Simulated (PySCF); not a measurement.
# ClGeN + HCl → HGeN + Cl₂

Level: PBE0 in the def2-TZVP basis family, all electrons, no relativity, computed in PySCF with density fitting; open shells unrestricted.

| species | state and structure | E (Eh) | ZPE (kJ/mol) | H(298 K) − H(0) (kJ/mol) | S° (J/(mol K)) |
| --- | --- | --- | --- | --- | --- |
| ClGeN | singlet, C∞v, Ge–Cl 2.103 Å, Ge–N 1.637 Å; Cl–Ge–N 180.0° | -2591.42365 | 10.1 | 13.3 | 272.7 |
| HCl | singlet, C∞v, H–Cl 1.279 Å | -460.66440 | 17.9 | 8.7 | 186.6 |
| HGeN | singlet, C∞v, Ge–H 1.520 Å, Ge–N 1.628 Å; H–Ge–N 180.0° | -2131.91564 | 23.6 | 10.6 | 233.4 |
| Cl₂ | singlet, D∞h, Cl–Cl 1.982 Å | -920.08940 | 3.5 | 9.1 | 222.5 |

Task: What is the electronic reaction energy?

Result: At PBE0/def2-TZVP, ΔE = 217.9 kJ/mol from the differences of the total energies times 2625.5, uphill. 

Task: Add zero-point, thermal and entropy terms for 298.15 K and 1 bar.

Result: ΔZPE = -0.9 and Δ[H(298) − H(0)] = -2.3 kJ/mol give ΔH° = 214.7 kJ/mol. ΔS° = -3.4 J/(mol K), so ΔG° = 214.7 − 298.15 × (-0.0034) = 216 kJ/mol.

The structures come from searches over a few start shapes, so lower isomers are not excluded.
